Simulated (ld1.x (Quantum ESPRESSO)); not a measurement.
# What one change does to a pseudopotential (Zr, PAW)

* Element: zirconium
* Generator: ld1.x (Quantum ESPRESSO) 7.5
* Type: PAW
* Functional: PBE
* Relativity: scalar-relativistic
* Frozen core: [Kr]
* Valence charge: 4
* Reference configuration: 4d2 5s2 5p0
* Partial waves: 5s (bound): rcut 3.35, rcutus 3.65 bohr; 5s channel at 1.85 Ry: rcut 3.35, rcutus 3.65 bohr; 5p (bound, empty): rcut 2.95, rcutus 3.30 bohr; 5p channel at 0.35 Ry: rcut 2.95, rcutus 3.30 bohr; 4d (bound): rcut 1.75, rcutus 1.95 bohr; 4d channel at 0.4 Ry: rcut 1.75, rcutus 1.95 bohr
* Local potential: all-electron potential smoothed inside 2.35 bohr (lloc = -1)
* Core correction: Bessel-smoothed model core inside 1.55 bohr
* Augmentation charge: PSQ, inside the norm-conserving radii

Change: waves 5s (bound): rcut 3.22, rcutus 3.42 bohr; 5s channel at 1.85 Ry: rcut 3.22, rcutus 3.42 bohr.

Cutoffs: the cutoffs (Ry, on a coarse ladder) from which the occupation-weighted sum of valence levels, in a spherical-Bessel basis at the reference potential, stays within 10 and 1 mRy of its value at 400 Ry; they do not see the model core or the augmentation charge, which bear on the density cutoff. Errors are all-electron minus pseudo energies relative to the spin-unpolarised reference configuration.

Question: Predict the effect on cutoff, ghosts and configuration errors.

Answer: The potential gets neither clearly harder nor softer (25 Ry and 30 Ry → 25 Ry and 30 Ry); both files keep a bound ghost (p, s); of the 6 tests that both files solve, the error grows in 0 and shrinks in 2 by more than 15 % and 0.3 meV (median size 39.0 → 38.7 meV).

```tsv
quantity	base	changed
cutoff, loose	25 Ry	25 Ry
cutoff, tight	30 Ry	30 Ry
bound ghosts	s, p	s, p
tests counted (converged, no solver errors)	6 of 7	6 of 7
error for 4d2 5s1 5p0, meV [ΔE 7.14 eV]	-7.0	-4.1
error for 4d2 5s0 5p0, meV [ΔE 20.08 eV]	-22	-22
error for 4d1 5s0 5p0, meV [ΔE 42.70 eV]	-367	-368
error for 4d2 5s1.5 5p0, meV [ΔE 2.88 eV]	-2.3	-1.3
error for 4d1 5s2 5p0, meV [ΔE 7.66 eV]	-118	-125
error for 4d3 5s0 5p0, meV [ΔE 7.52 eV]	-56	-56
lowest overlap eigenvalue by channel	s 0.42, p 0.61, d 0.94	s 0.51, p 0.61, d 0.94
```

Base: Tests not counted: 4d3 5s1 5p0 (solver errors, printed error -70.7 eV). Changed file: Tests not counted: 4d3 5s1 5p0 (solver errors, printed error -70.7 eV). A true bound ghost makes a file unfit for plane-wave use even where its test errors are small: the radial tests pick states by their node count and pass the ghost by. Where a test does run into it, the solver fails or the error is huge.
